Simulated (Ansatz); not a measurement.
Consider the ligand exchange at the Si–O bond: `C=C(Cl)O[SiH3]` + `O[Si](Cl)(Cl)Cl` → `[SiH3]O[Si](Cl)(Cl)Cl` + `C=C(O)Cl`.

Gas-phase electronic energies from Ansatz, PBE0-D4/def2-TZVP geometries. CBS: MP2 limit from def2 TZ/QZ plus the TZ coupled-cluster correction, frozen cores. Each species was taken in one conformer, which may not be the lowest.

| species | SCS-MP2/def2-TZVPP energy (Eh) |
| --- | --- |
| `C=C(Cl)O[SiH3]` | -902.90024 |
| `O[Si](Cl)(Cl)Cl` | -1744.07919 |
| `[SiH3]O[Si](Cl)(Cl)Cl` | -2034.35989 |
| `C=C(O)Cl` | -612.62693 |

(1) Work out ΔE.

Largest T1 diagnostic among the species: 0.012.

Results:

(1) ΔE = (-2034.35989) + (-612.62693) − (-902.90024) − (-1744.07919) = -0.00739 Eh = -19.4 kJ/mol. CCSD(T)/CBS gives -18.2 kJ/mol.

From PBE to PBE0 (25 % exact exchange), in def2-TZVPP and without D4, ΔE moves by −3.5 kJ/mol. In def2-TZVPP, CCSD(T) changes the Hartree–Fock value by +9.3 kJ/mol (the triples alone add +2.0 kJ/mol) and MP2 by +10.3 kJ/mol.
